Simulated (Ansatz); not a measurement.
Job for Ansatz (an electronic-structure program): R-wB97X-V/def2-TZVPPD on BrH5Si (a complex), monomers drawn apart or pushed together. Files ending in .json are basis or fitting sets from the Basis Set Exchange.

Ansatz 0.2 input:
```yaml
crystal:
  periodic: [false, false, false]
  atoms:
    - {symbol: Si, position_ang: [0.21561361, -0.23727616, 0.01070586]}
    - {symbol: H, position_ang: [0.80358519, -1.54370942, 0.37642308]}
    - {symbol: H, position_ang: [-0.99321581, -0.00538389, 0.84144561]}
    - {symbol: H, position_ang: [-0.18081622, -0.23855966, -1.41453560]}
    - {symbol: H, position_ang: [1.18768323, 0.84669029, 0.26766979]}
    - {symbol: Br, position_ang: [-0.16274065, 0.04200433, 5.85731514]}
    - {symbol: H, position_ang: [-0.82426641, 0.10135719, 4.59392294]}
basis:
  gaussian:
    orbitals: def2-TZVPPD.json
hamiltonian:
  xc: {name: wB97X-V}
scf: {lower_state_search: off}
```

The head of its log:

```
WARN ansatz: RAYON_NUM_THREADS=1 ignored (pool sized by the plan → 1); use --threads N
Functional definition: wB97X-V
these checks for a lower state are left out or cut short: stability, starts, cluster_reference, orbital_swaps, neighbouring_geometries, increment
integrals: 0.13 GiB planned
1066 factors; their error is unknown
integrals: 0.16 GiB planned
276 factors; integrals over basis functions are off by at most 5.2e-5 eV
mean field: 1.06 GiB planned
mean field evaluation 1: about -77997.0514 eV, gradient 1.1e1 eV
mean field evaluation 2: about -77997.4283 eV, gradient 4.3e0 eV
```

Task: Predict the final total energy.

Result: -2866.3629 hartree.
